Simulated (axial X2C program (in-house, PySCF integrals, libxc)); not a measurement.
## Potential curves of GaS⁻, 2c

Calculated with an in-house relativistic program for diatomic molecules. Two-component (2c) means X2C with spin–orbit coupling and atomic mean-field two-electron Coulomb and Gaunt terms. Basis: Ga dyall-acv3z [10s10p8d5f1g], S dyall-av3z [9s8p3d2f] (cores contracted in-house); Gaussian nuclei, density fitting, unrestricted open shells. Masses: Ga 68.926 u, S 31.972 u.

State: Ω = 0 (closed shell). Energies in cm⁻¹ from the fragments at the same level (Ga + S-). Fits are polynomials in 1 − R0/R over 0.85 to 1.23 times the lowest point R0.

```csv
R (Å),MP2
1.8557,-26520
1.9410,-31354
2.0050,-33499
2.0690,-34687
2.1330,-35135
2.2077,-34951
2.2823,-34203
2.3783,-32667
2.4956,-30232
2.6662,-26152
```

Correlated methods: 10 electrons correlated (number of frozen shells: Ga 3 s, 2 p, 1 d; S 2 s, 1 p), 290 virtual spin orbitals or spinors in MP2.

The state is a single determinant with fixed occupations, the lowest that a limited PBE0 search found. Closed shells are restricted here (equal orbitals for both partners); the stretched side of such a curve lies too high. De is counted from the lowest determinant-based energies of the atoms at the same level, without counterpoise correction. With the outer-core shells frozen, correlated bond lengths of heavy atoms tend to come out a few hundredths of an ångström too long. MP2 and coupled cluster on one determinant become unreliable at the stretched end.

Question: What are Re, ωe and De at the MP2 level?

Answer: At MP2, 2c: Re = 2.149 Å, ωe ≈ 446 cm⁻¹, De = 4.36 eV to Ga + S-; Be follows as 0.167 cm⁻¹.
